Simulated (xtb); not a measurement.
lithium hydride (HLi), singlet, geometry from GFN2-xTB (such geometries of metal compounds can be far from the true shape), atoms displaced at random by about 0.05 Å a coordinate; xtb with GFN1-xTB.

xtb was given this input:
```
$ xtb mol.xyz --gfn 1 --opt --json

# file mol.xyz
2

Li    -0.03462914    -0.06531917    -0.32497372
H      0.02985170    -0.01284612     1.05353785
```

Output, abridged:

```
   ID    Z sym.   atoms
    1    3 Li     1
    2    1 H      2

           -------------------------------------------------
          |                Calculation Setup                |
           -------------------------------------------------

           -------------------------------------------------
          |                 G F N 1 - x T B                 |
           -------------------------------------------------

          ...................................................
          :                      SETUP                      :
          :.................................................:
          :  # basis functions                   6          :
          :  # atomic orbitals                   6          :
          :  # shells                            4          :
          :  # electrons                         2          :
          :  # halogen bonds                     0          :
          :  max. iterations                   250          :
          :  Hamiltonian                  GFN1-xTB          :
          :  restarted?                      false          :
          :  GBSA solvation                  false          :
          :  PC potential                    false          :
          :  electronic temp.          300.0000000     K    :
          :  accuracy                    1.0000000          :
          :  -> integral cutoff          0.2500000E+02      :
          :  -> integral neglect         0.1000000E-07      :
          :  -> SCF convergence          0.1000000E-05 Eh   :
          :  -> wf. convergence          0.2000000E-04 e    :
          :  Broyden damping             0.4000000          :
          :  net charge                          0          :
          :  unpaired electrons                  0          :
          ...................................................

 iter      E             dE          RMSdq      gap      omega  full diag
   1     -0.8866608 -0.886661E+00  0.281E+00    4.18       0.0  T
   2     -0.8894054 -0.274462E-02  0.159E+00    4.57       1.0  T
   3     -0.8896258 -0.220421E-03  0.572E-01    4.77       1.0  T
   4     -0.8896334 -0.763617E-05  0.365E-02    4.74       1.9  T
   5     -0.8896340 -0.515254E-06  0.105E-03    4.73      67.2  T
   6     -0.8896340 -0.437415E-09  0.511E-07    4.73  100000.0  T
   7     -0.8896340  0.444089E-15  0.319E-07    4.73  100000.0  T

   *** convergence criteria satisfied after 7 iterations ***

[...]
         :: total energy              -0.882808870072 Eh    ::
 * total energy  :    -0.8828089 Eh     change        0.2220446E-15 Eh
 * total energy  :    -0.8832208 Eh     change       -0.4119652E-03 Eh
 * total energy  :    -0.8833937 Eh     change       -0.1728530E-03 Eh
 * total energy  :    -0.8833971 Eh     change       -0.3369322E-05 Eh
   *** GEOMETRY OPTIMIZATION CONVERGED AFTER 4 ITERATIONS ***
         :: total energy              -0.883397057567 Eh    ::
[...]
         :: halogen bond corr.         0.000000000000 Eh    ::
         :: add. restraining           0.000000000000 Eh    ::
         :: total charge               0.000000000000 e     ::
         :::::::::::::::::::::::::::::::::::::::::::::::::::::

           -------------------------------------------------
          |                Property Printout                |
           -------------------------------------------------

    * Orbital Energies and Occupations

         #    Occupation            Energy/Eh            Energy/eV
      -------------------------------------------------------------
         1        2.0000           -0.4088749             -11.1261 (HOMO)
         2                         -0.2390926              -6.5060 (LUMO)
         3                         -0.1740895              -4.7372
         4                         -0.1740895              -4.7372
         5                         -0.0175746              -0.4782
         6                          0.3437957               9.3552
      -------------------------------------------------------------
                  HL-Gap            0.1697824 Eh            4.6200 eV
             Fermi-level           -0.3239837 Eh           -8.8160 eV

  Mulliken/CM5 charges         n(s)   n(p)   n(d)
     1Li    0.27512  0.26662   0.408  0.316  0.000
     2H    -0.27512 -0.26662   1.275  0.000  0.000

Wiberg/Mayer (AO) data.
largest (>0.10) Wiberg bond orders for each atom

 ---------------------------------------------------------------------------
     #   Z sym  total        # sym  WBO       # sym  WBO       # sym  WBO
 ---------------------------------------------------------------------------
     1   3 Li   0.924 --     2 H    0.924
     2   1 H    0.924 --     1 Li   0.924
 ---------------------------------------------------------------------------

Topologies differ in total number of bonds
Writing topology from bond orders to xtbtopo.mol

 dipole moment from electron density (au)
     X       Y       Z
  -0.1093  -0.0889  -2.3357  total (Debye):    5.948

optimized geometry written to: xtbopt.xyz

           -------------------------------------------------
          | TOTAL ENERGY               -0.883397057567 Eh   |
          | GRADIENT NORM               0.000362373029 Eh/α |
          | HOMO-LUMO GAP               4.620013087682 eV   |
           -------------------------------------------------

normal termination of xtb
```
